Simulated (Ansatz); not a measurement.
Program: Ansatz. Geometries: PBE0-D4/def2-TZVP. ΔE: electronic, gas phase. CCSD(T)/CBS adds triple-zeta CCSD(T) − MP2 to the extrapolated MP2 energy (def2 sets, frozen cores). DFT in def2-TZVPP. B3LYP here is the variant with VWN-RPA as its local correlation; programs differ in this. For Se outer-core shells are correlated without core-valence functions, which leaves a few kJ/mol of doubt a bond. Scalar relativity is left out up to krypton. Each species was taken in one conformer, which may not be the lowest.

`[AlH2][C@@H]1[SiH2][C@H]1[SiH3]` + `[NH2][AlH][SeH]` → `[SiH3][NH][AlH][SeH]` + `[AlH2][CH]1C[SiH2]1`  (ligand exchange at the Si–C bond)

```json
{"level": "PBE-D4", "ΔE (kcal/mol)": "-8.6"}
{"level": "r2SCAN-D4", "ΔE (kcal/mol)": "-9.8"}
{"level": "r2SCAN", "ΔE (kcal/mol)": "-9.9"}
{"level": "B3LYP", "ΔE (kcal/mol)": "-10.4"}
{"level": "MP2/def2-TZVPP", "ΔE (kcal/mol)": "-9.6"}
{"level": "MP2/def2-QZVPP", "ΔE (kcal/mol)": "-9.4"}
{"level": "SCS-MP2/def2-QZVPP", "ΔE (kcal/mol)": "-10.1"}
{"level": "MP2/CBS(def2)", "ΔE (kcal/mol)": "-9.2"}
```

**Question.** What does CCSD(T)/CBS give? (An estimate is asked.)

**Answer.** Computed: -9.6 kcal/mol. The listed levels differ from it by 1.0, -0.2, -0.3, -0.8, 0.0, 0.2, -0.5, 0.4 kcal/mol.

Largest T1 diagnostic among the species: 0.012.

In def2-TZVPP, CCSD(T) changes the Hartree–Fock value by +1.9 kcal/mol (the triples alone add +0.3 kcal/mol) and MP2 by +2.3 kcal/mol.
